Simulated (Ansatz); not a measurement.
Calculated with Ansatz (gas phase, PBE0-D4/def2-TZVP geometries, no zero-point term in ΔE). CCSD(T)/CBS is the MP2 limit (def2-TZVPP, def2-QZVPP) plus CCSD(T) − MP2 in def2-TZVPP, frozen cores. This one scheme is used for every species. DFT in def2-TZVPP. B3LYP here is the variant with VWN-RPA as its local correlation; programs differ in this. For As outer-core shells are correlated without core-valence functions, which leaves a few kJ/mol of doubt a bond. Scalar relativity is left out up to krypton. One conformer a species, not always the lowest.

Consider the cleavage of the As–Si bond: `C[SiH2][AsH]O` + CH₃NH₂ → `CN[AsH]O` + `C[SiH3]`.

CCSD(T)/CBS gives +3.3 kcal/mol.

Question: Another level gave +3.5 kcal/mol. Which?
A. PBE-D4/def2-TZVPP
B. SCS-MP2/def2-TZVPP
C. CCSD(T)/def2-TZVPP
D. B3LYP-D4/def2-TZVPP

Answer: D. B3LYP-D4 3.5, PBE-D4 4.9, CCSD(T)/def2-TZVPP 2.5, SCS-MP2/def2-TZVPP 1.1 kcal/mol.

Largest T1 diagnostic among the species: 0.012.
